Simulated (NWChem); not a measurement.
Species: CH₄CdS; SMILES [Cd]([CH3])[SH]

```xyz
7

Cd     0.0096    -0.2720    -0.0001
C      0.0040    -2.3792     0.0005
H     -0.6563    -2.7586    -0.7930
H     -0.3508    -2.7603     0.9691
H      1.0201    -2.7615    -0.1771
S      0.0500     2.0884     0.0001
H     -1.2978     2.1981     0.0000
```
Atoms are numbered in this order, from 1.

Computed with NWChem. Geometry: optimised at PBE0/def2-SVP. No frequency run checked for a minimum. def2 effective core potentials on Cd; no spin-orbit coupling. Ions are spin-unrestricted doublets at the neutral geometry; other ion states weren't tried.

### Question
Estimate the computed values for PBE/def2-SVP. Quantities: vertical ionisation energy, ΔSCF (eV); −ε(HOMO) (eV).

### Answer
- vertical ionisation energy, ΔSCF (eV) = 8.96
- −ε(HOMO) (eV) = 5.54
